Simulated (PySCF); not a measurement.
## Fluorine: a sound run and one with changed settings

Sound run: F⁺ [He] 2s2 2p4, F²⁺ [He] 2s2 2p3. All numbers are calculated (PySCF 2.14, the spin-free X2C one-electron Hamiltonian (Gaussian nucleus), in x2c-SVPall). In the sound run the correlated levels freeze 1s2. The sound run starts from symmetry-adapted Hartree-Fock orbitals and uses a fine grid where one is needed.

Changed run: all electrons correlated in a basis built for the valence shell.

```
species   method  sound run (hartree)  changed run (hartree)  converged
     F⁺      MP2            -98.88582              -98.88741        yes
     F⁺  CCSD(T)            -98.90097              -98.90243        yes
    F²⁺      MP2            -97.62357              -97.62499        yes
    F²⁺  CCSD(T)            -97.63806              -97.63936        yes
```

Ionisation energy of F⁺:

```json
{"method": "UHF", "sound run (eV)": "33.515", "changed run (eV)": "33.515"}
{"method": "MP2", "sound run (eV)": "34.347", "changed run (eV)": "34.352"}
{"method": "SCS-MP2", "sound run (eV)": "34.342", "changed run (eV)": "34.344"}
{"method": "CCSD", "sound run (eV)": "34.354", "changed run (eV)": "34.358"}
{"method": "CCSD(T)", "sound run (eV)": "34.366", "changed run (eV)": "34.370"}
```

A valence basis has no tight correlating functions, so it recovers only part of the core correlation, and not evenly between atom and ion.

For comparison, NIST gives 34.971 eV between the lowest levels.
